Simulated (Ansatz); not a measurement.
Relaxation of H6NPSSi (10 atoms, charge 0, multiplicity 1), to a largest force component of 0.015 eV/Å in at most 40 steps.

The calculation used Ansatz, RKS B3LYP/def2-SVP.

```xyz
10
Properties=species:S:1:pos:R:3
Si -1.204 1.002 -0.025
N 0.022 0.018 -0.479
P 0.149 -0.037 -2.144
S 1.649 -1.600 -2.273
H -1.839 1.575 -1.302
H -2.280 0.262 0.669
H -0.722 2.153 0.820
H 0.877 0.297 -0.063
H -1.002 -0.883 -2.485
H 2.683 -0.750 -1.948
```

Question: Where does it end, and by what steps?

Answer: The run converged. After 26 steps the energy has fallen by 1.102 eV; H10 moved furthest, 1.53 Å. Parted: Si1–P3.

| step | energy less start (eV) | largest force component (eV/Å) | accepted |
| --- | --- | --- | --- |
| 0 | 0.0000 | 3.664 | yes |
| 1 | -0.5045 | 1.674 | yes |
| 2 | -0.6685 | 0.658 | yes |
| 3 | -0.7485 | 0.602 | yes |
| 4 | -0.7126 | 1.204 | no |
| 5 | -0.7797 | 0.215 | yes |
| 6 | -0.8047 | 0.215 | yes |
| 7 | -0.8416 | 0.200 | yes |
| 8 | -0.8847 | 0.316 | yes |
| 9 | -0.9094 | 0.457 | yes |
| 10 | -0.9605 | 0.529 | yes |
| 11 | -1.0004 | 0.526 | yes |
| 12 | -1.0518 | 0.178 | yes |
| 13 | -1.0709 | 0.285 | yes |
| 14 | -1.0790 | 0.232 | yes |
| 15 | -1.0862 | 0.099 | yes |
| 16 | -1.0890 | 0.204 | yes |
| 17 | -1.0904 | 0.080 | yes |
| 18 | -1.0951 | 0.133 | yes |
| 19 | -1.0956 | 0.261 | yes |
| 20 | -1.0984 | 0.126 | yes |
| 21 | -1.0999 | 0.029 | yes |
| 22 | -1.1010 | 0.059 | yes |
| 23 | -1.1011 | 0.047 | yes |
| 24 | -1.1013 | 0.034 | yes |
| 25 | -1.1017 | 0.016 | yes |
| 26 | -1.1017 | 0.008 | yes |

```xyz
10
Properties=species:S:1:pos:R:3
Si -1.230 0.781 0.034
N 0.313 0.986 -0.786
P 0.885 0.287 -2.249
S 0.695 -1.883 -2.082
H -2.284 0.702 -1.015
H -1.312 -0.441 0.888
H -1.444 1.972 0.907
H 1.073 1.380 -0.234
H -0.346 0.341 -2.969
H 1.985 -2.087 -1.726
```

Whether the end is a true minimum wasn't checked by a vibrational analysis.

Time of the run: 57 s on 2 threads of Arm Neoverse V2, with other jobs on the host, peak memory 0.21 GiB.
